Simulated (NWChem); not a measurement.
Species: B$_{2}$, triplet; SMILES [B][B]

Program: NWChem. Spin-unrestricted. The geometry was optimised at PBE0/def2-SVP, spin-unrestricted. No stability test was run on the SCF state.

### Question
Taking UHF/def2-QZVP as the yardstick, which of these has the fewest basis functions while keeping “highest occupied level (eV)” within 0.1 eV of it: UHF/3-21G; UHF/pcseg-1; UHF/def2-TZVPP; UHF/pcseg-2; UHF/aug-pcseg-1?

### Answer
UHF/pcseg-1.
```
level            basis functions  highest occupied level (eV)
---------------  ---------------  ---------------------------
UHF/3-21G                     18                        -8.93
UHF/pcseg-1                   28                        -9.19
UHF/aug-pcseg-1               46                        -9.19
UHF/pcseg-2                   60                        -9.18
UHF/def2-TZVPP                62                        -9.21
UHF/def2-QZVP                114                        -9.21
```

The yardstick is one finite set, not the basis-set limit.
